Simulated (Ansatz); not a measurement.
Consider the atomization: `[BH2-]1[SH+][BH2-][SH+]1` → 2 B• + 6 H• + 2 S•.

Computed with Ansatz on PBE0-D4/def2-TZVP structures; ΔE is electronic, products minus reactants. CBS: MP2 limit from def2 TZ/QZ plus the TZ coupled-cluster correction, frozen cores. This one scheme is used for every species, atoms too. Functionals use def2-TZVPP. No spin–orbit coupling; open shells (•) take unrestricted orbitals. Spin–orbit coupling would lower the free atoms: a little for B, S.

```json
{"level": "r2SCAN-D4", "ΔE (kJ/mol)": "3263.2"}
{"level": "LC-ωPBE", "ΔE (kJ/mol)": "3202.8"}
```

Q: What does CCSD(T)/CBS give? (An estimate is asked.)

A: Computed: +3208.8 kJ/mol. The listed levels differ from it by 54.4, -6.0 kJ/mol.

Largest T1 diagnostic among the species: 0.014.

From r2SCAN to r2SCAN0 (25 % exact exchange), in def2-TZVPP and without D4, ΔE moves by −32.2 kJ/mol: exact exchange takes away binding that semilocal exchange gives to molecules. Leaving LDA and LC-ωPBE aside and taking each functional with its dispersion term where it has one, the values, not all of them listed here, spread over 122.2 kJ/mol, from BHLYP-D4 to PBE-D4. LDA lies +423.6 kJ/mol from PBE without D4, its usual overbinding. At CCSD(T), def2-SVP lies −161.2 kJ/mol from the extrapolated value and def2-TZVPP −73.4 kJ/mol: correlation converges slowly with the basis, and small sets miss more of it in the bonded molecule than in its fragments.

For atomizations the MP2-based limit and the directly extrapolated one differ by several kJ/mol either way, and by 10 to 25 for some Ge, Se and Sn compounds, so smaller differences from it don't rank the levels.
